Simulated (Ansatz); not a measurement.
Two isomers of C3H5FSi: A = `CC1=C(F)[SiH2]1`, B = `F[SiH]1C=CC1`.

Program: Ansatz. Geometries: PBE0-D4/def2-TZVP. ΔE: electronic, gas phase. CCSD(T)/CBS adds triple-zeta CCSD(T) − MP2 to the extrapolated MP2 energy (def2 sets, frozen cores). DFT in def2-TZVPP. B3LYP here is the variant with VWN-RPA as its local correlation; programs differ in this.

A:

Z-matrix (Å, degrees):
```
C
C 1 1.479
H 1 1.092 2 111.8
H 1 1.093 2 110.5 3 121.0
H 1 1.093 2 110.4 3 -120.9
C 2 1.325 1 140.5 3 1.1
Si 2 1.837 1 152.8 3 -179.0
F 6 1.326 2 134.7 1 -0.1
H 7 1.486 2 122.0 1 -75.1
H 7 1.486 2 122.0 1 75.3
```

B:

```xyz
10

F    -1.180    1.910    1.100
Si   -0.979    0.565    0.256
C     0.173    0.556   -1.172
C     0.878   -0.418   -0.566
C     0.341   -0.642    0.836
H    -2.345    0.028    0.031
H     0.331    0.943   -2.169
H     1.699   -0.993   -0.998
H     0.069   -1.674    1.068
H     1.013   -0.274    1.614
```

Problem. Which isomer does CCSD(T)/CBS put lower? Give the gap. (Estimate.)

Solution. The calculation gave: B, by 302.9 kJ/mol.

Problem. Give E(B) − E(A) in kJ/mol with HF/def2-TZVPP, PBE0-D4, MP2/def2-TZVPP, ωB97M-V, B2PLYP, B3LYP-D4, CCSD/def2-TZVPP. (Best estimate.)

Solution. The calculation gave: HF/def2-TZVPP -305.4, PBE0-D4 -280.4, MP2/def2-TZVPP -305.5, ωB97M-V -293.3, B2PLYP -291.4, B3LYP-D4 -282.5, CCSD/def2-TZVPP -300.9. None reverses the order clearly.

Largest T1 diagnostic: 0.013.

From PBE to PBE0 (25 % exact exchange), in def2-TZVPP and without D4, E(B) − E(A) moves by −15.0 kJ/mol.
